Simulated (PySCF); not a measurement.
Si(OMe)2 (C₂H₆O₂Si), SMILES CO[Si]OC (connectivity only; charge and spin as stated), neutral, multiplicity 1.

Geometry: PBE-D3(BJ)/def2-SVP. Other conformers were not sampled.

These are PySCF 2.14.0 with PBE-D3(BJ)/def2-SVP values and carry that method's errors.

Frequencies are harmonic and unscaled.

```
mode  ν (cm⁻¹)  IR (km/mol)  moving atoms (share of kinetic energy)
----  --------  -----------  --------------------------------------
1           75          0.0                                  H 97 %
2          115          1.9                  H 71 %, O 17 %, C 11 %
3          136          4.3          C 49 %, H 27 %, Si 15 %, O 9 %
4          144          1.3                   O 47 %, H 44 %, C 9 %
5          194          8.7                 O 54 %, Si 24 %, H 15 %
6          236          2.8                  O 42 %, C 33 %, H 21 %
7          385         14.1         O 59 %, Si 16 %, C 15 %, H 10 %
8          708         67.6                 Si 42 %, O 37 %, C 14 %
9          725         96.5                 Si 44 %, O 28 %, C 19 %
10        1094        345.8                  O 49 %, C 38 %, H 11 %
11        1104         87.2                  O 37 %, C 34 %, H 28 %
12        1130          1.2                          H 77 %, C 18 %
13        1137          0.2                          H 76 %, C 19 %
14        1149         22.3                  H 60 %, C 21 %, O 18 %
15        1164         67.2                  H 53 %, C 24 %, O 23 %
16        1402          3.4                           H 89 %, C 9 %
17        1414          1.8                                  H 97 %
18        1416          0.1                                  H 94 %
19        1420         16.3                           H 90 %, C 9 %
20        1426          2.8                                  H 96 %
21        1428          5.5                                  H 97 %
22        2917         94.1                                  H 97 %
23        2948         67.8                                  H 98 %
24        3003         32.5                           H 91 %, C 9 %
25        3026         25.4                          H 90 %, C 10 %
26        3033         27.7                          H 90 %, C 10 %
27        3049         15.1                          H 90 %, C 10 %
```
